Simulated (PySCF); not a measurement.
¹⁹F chemical shifts

PySCF calculation with GFN2-xTB geometry and σ from GIAO-PBE0/pcSseg-1; one conformer, isolated molecule, non-relativistic, averaged over atoms made equivalent by symmetry, fast rotation or ring inversion.

Shieldings were converted by a linear fit to measured shifts: ¹⁹F (scatter 6.0 ppm rms, 7.0 ppm with the 5 outliers that the fit left out vs CFCl3, solution or neat liquid, with a term for F on sp3 carbon). Occasional misses reach two or three times the rms, and more in compound classes unlike the fitted ones.

**Question.** Give the ¹⁹F shifts of `CC[C@]1(CF)[C@@H]2C[C@@H]21`, `[H]/N=C\CCF`, `CC[C@@H](F)[C@H]1C=CC1`, `C[C@@H]1C=C(F)CCC1`.

**Answer.** 
```json
{"compound": "CC[C@]1(CF)[C@@H]2C[C@@H]21", "environment": "fluorine on an sp3 carbon", "δ (ppm)": "-231.0"}
{"compound": "[H]/N=C\\CCF", "environment": "fluorine on an sp3 carbon", "δ (ppm)": "-219.7"}
{"compound": "CC[C@@H](F)[C@H]1C=CC1", "environment": "fluorine on an sp3 carbon", "δ (ppm)": "-191.2"}
{"compound": "C[C@@H]1C=C(F)CCC1", "environment": "vinylic fluorine", "δ (ppm)": "-98.8"}
```

**Question.** Match the shifts -65.1, -98.8, -165.1, -184.1, -223.9 ppm to `C#CC#C/C=C\CF`, `C=C[C@@](F)(C#CC)COC`, `FC(F)(F)CC1=C[SiH2]S1`, `C[C@@H]1C=CCC[C@H]1F`, `C[C@@H]1C=C(F)CCC1`.

**Answer.** -65.1: FC(F)(F)CC1=C[SiH2]S1 (fluorine of a CF3 group); -98.8: C[C@@H]1C=C(F)CCC1 (vinylic fluorine); -165.1: C=C[C@@](F)(C#CC)COC (fluorine on an sp3 carbon); -184.1: C[C@@H]1C=CCC[C@H]1F (fluorine on an sp3 carbon); -223.9: C#CC#C/C=C\CF (fluorine on an sp3 carbon).
